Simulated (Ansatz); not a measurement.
Geometry optimisation, RKS PBE/def2-SVP in Ansatz.

Input file:

```yaml
crystal:
  periodic: [false, false, false]
  atoms:
    - { symbol: Zn, position_ang: [0.850852, -0.372268, -0.438973] }
    - { symbol: O, position_ang: [-0.15797, 0.247254, 2.294667] }
    - { symbol: H, position_ang: [-0.585249, -0.587347, 2.561084] }
    - { symbol: O, position_ang: [-0.332449, -0.141473, -1.74466] }
    - { symbol: H, position_ang: [-0.073787, -0.575695, -2.577465] }
    - { symbol: H, position_ang: [1.920245, -0.556237, 0.683004] }
    - { symbol: H, position_ang: [0.756459, -0.054833, 2.050143] }
basis:
  gaussian: { orbitals: def2-SVP }
hamiltonian:
  xc: pbe
relax:
  f_tol: 0.03
  max_steps: 50
output:
  orbitals: {}
```

Run as:

```bash
$ ansatz run input.yaml --threads 2 --pin off --max-ram 3072MiB --backend cpu --events-out ev --progress --plain --runs-dir out
```

Where does it end, and by what steps?

The forces met the threshold. After 19 steps the energy has fallen by 0.655 eV; H3 moved furthest, 1.73 Å. Joined: Zn1–O2 (2.98 → 2.22 Å).

| step | energy less start (eV) | largest force component (eV/Å) | accepted |
| --- | --- | --- | --- |
| 0 | 0.0000 | 0.562 | yes |
| 1 | -0.0399 | 1.273 | yes |
| 2 | -0.1267 | 1.788 | yes |
| 3 | -0.2211 | 1.110 | yes |
| 4 | -0.2513 | 0.377 | yes |
| 5 | -0.3002 | 0.855 | yes |
| 6 | -0.3270 | 0.643 | yes |
| 7 | -0.3641 | 0.685 | yes |
| 8 | -0.4038 | 0.882 | yes |
| 9 | -0.4749 | 0.546 | yes |
| 10 | -0.5358 | 0.537 | yes |
| 11 | -0.5750 | 0.650 | yes |
| 12 | -0.6038 | 0.353 | yes |
| 13 | -0.6261 | 0.473 | yes |
| 14 | -0.6319 | 0.513 | yes |
| 15 | -0.6357 | 0.483 | yes |
| 16 | -0.6418 | 0.668 | yes |
| 17 | -0.6525 | 0.126 | yes |
| 18 | -0.6543 | 0.079 | yes |
| 19 | -0.6548 | 0.017 | yes |

```xyz
7
Properties=species:S:1:pos:R:3
Zn 1.322 -0.347 -0.041
O 0.040 0.185 1.692
H -0.619 0.013 0.942
O -0.423 -0.589 -0.606
H -0.681 -0.423 -1.528
H 2.852 -0.338 0.043
H -0.113 -0.541 2.326
```

Whether the end is a true minimum wasn't checked by a vibrational analysis.

Time of the run: 24 s on 2 threads of Arm Neoverse V1, on a shared host, peak memory 0.14 GiB.
